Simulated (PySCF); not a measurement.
H3BS, singlet, at a GFN2-xTB geometry; PySCF with CISD/aug-cc-pVDZ.

Here is a job for PySCF.
```python
from pyscf import gto, scf, ci

mol = gto.M(
    atom='''
B    -0.764059   -0.919052    0.151780
H    -0.350209   -1.950626    0.505845
H    -1.894936   -0.733619   -0.064508
S     0.404248    0.370487   -0.047280
H    -0.402527    1.351719   -0.443755
''',
    basis='aug-cc-pvdz',
    charge=0,
    spin=0,
    verbose=4,
    max_memory=1800,
)

mf = scf.RHF(mol)
mf.kernel()

myci = ci.CISD(mf, frozen=6)
myci.kernel()
print('E(CISD) = %.10f' % myci.e_tot)
```

Output, abridged:

```
PySCF version 2.14.0

[INPUT] verbose = 4
[INPUT] num. atoms = 5
[INPUT] num. electrons = 24
[INPUT] charge = 0
[INPUT] spin (= nelec alpha-beta = 2S) = 0
[INPUT] symmetry False subgroup None
[INPUT] Mole.unit = angstrom
[INPUT] Symbol           X                Y                Z      unit          X                Y                Z       unit  Magmom
[INPUT]  1 B     -0.764059000000  -0.919052000000   0.151780000000 AA   -1.443862253009  -1.736756574234   0.286822631186 Bohr   0.0
[INPUT]  2 H     -0.350209000000  -1.950626000000   0.505845000000 AA   -0.661799096358  -3.686148911456   0.955908511481 Bohr   0.0
[INPUT]  3 H     -1.894936000000  -0.733619000000  -0.064508000000 AA   -3.580910063579  -1.386338989777  -0.121902452843 Bohr   0.0
[INPUT]  4 S      0.404248000000   0.370487000000  -0.047280000000 AA    0.763918006403   0.700118962712  -0.089346251169 Bohr   0.0
[INPUT]  5 H     -0.402527000000   1.351719000000  -0.443755000000 AA   -0.760665787743   2.554378707371  -0.838575416406 Bohr   0.0

nuclear repulsion = 43.5040870961602
number of shells = 31
number of NR pGTOs = 118
number of NR cGTOs = 77
basis = aug-cc-pvdz
ecp = {}

******** <class 'pyscf.scf.hf.RHF'> ********
method = RHF
initial guess = minao
damping factor = 0
level_shift factor = 0
DIIS = <class 'pyscf.scf.diis.CDIIS'>
diis_start_cycle = 1
diis_space = 8
diis_damp = 0
SCF conv_tol = 1e-09
SCF conv_tol_grad = None
SCF max_cycles = 50
direct_scf = True
direct_scf_tol = 1e-13
Set gradient conv threshold to 3.16228e-05
Initial guess from minao.
init E= -424.043656784305
  HOMO = -0.350014178972592  LUMO = 0.00321411992024023  gap/eV = 9.61183
cycle= 1 E= -423.949248306925  delta_E= 0.0944  |g|= 0.246  |ddm|= 1.98
  HOMO = -0.410347191707065  LUMO = 0.0341827942785429  gap/eV = 12.09628
cycle= 2 E= -423.975549154965  delta_E= -0.0263  |g|= 0.0797  |ddm|= 0.412
  HOMO = -0.409174425612806  LUMO = 0.0392784185163713  gap/eV = 12.20302
cycle= 3 E= -423.978177129114  delta_E= -0.00263  |g|= 0.0261  |ddm|= 0.197
  HOMO = -0.405098318266144  LUMO = 0.0395058692528449  gap/eV = 12.09830
cycle= 4 E= -423.978565542738  delta_E= -0.000388  |g|= 0.00494  |ddm|= 0.0736
  HOMO = -0.406342363921878  LUMO = 0.0392470171316699  gap/eV = 12.12510
cycle= 5 E= -423.978583037391  delta_E= -1.75e-05  |g|= 0.00162  |ddm|= 0.0136
  HOMO = -0.406284628040859  LUMO = 0.0393154081794691  gap/eV = 12.12539
cycle= 6 E= -423.978585407324  delta_E= -2.37e-06  |g|= 0.000426  |ddm|= 0.00499
  HOMO = -0.406276495479272  LUMO = 0.0393125958066265  gap/eV = 12.12510
cycle= 7 E= -423.97858561401  delta_E= -2.07e-07  |g|= 0.000117  |ddm|= 0.00166
  HOMO = -0.406299560592002  LUMO = 0.0393169544789433  gap/eV = 12.12584
cycle= 8 E= -423.978585628347  delta_E= -1.43e-08  |g|= 3.96e-05  |ddm|= 0.000326
  HOMO = -0.406291348632139  LUMO = 0.0393170185742764  gap/eV = 12.12562
cycle= 9 E= -423.978585630069  delta_E= -1.72e-09  |g|= 9.33e-06  |ddm|= 0.000126
  HOMO = -0.406292593759763  LUMO = 0.0393169488924618  gap/eV = 12.12565
cycle= 10 E= -423.978585630174  delta_E= -1.06e-10  |g|= 1.78e-06  |ddm|= 4.15e-05
  HOMO = -0.406292311692237  LUMO = 0.0393169588691005  gap/eV = 12.12565
Extra cycle  E= -423.978585630177  delta_E= -2.73e-12  |g|= 7.93e-07  |ddm|= 5.18e-06
converged SCF energy = -423.978585630177

******** <class 'pyscf.ci.cisd.RCISD'> ********
CISD nocc = 6, nmo = 71
frozen orbitals 6
max_cycle = 50
direct = 0
conv_tol = 1e-09
max_cycle = 50
max_space = 12
lindep = 0
nroots = 1
Init t2, MP2 energy = -0.234710520551946
RCISD converged
E(RCISD) = -424.2245073452036  E_corr = -0.2459217150267232
E(CISD) = -424.2245073452
```
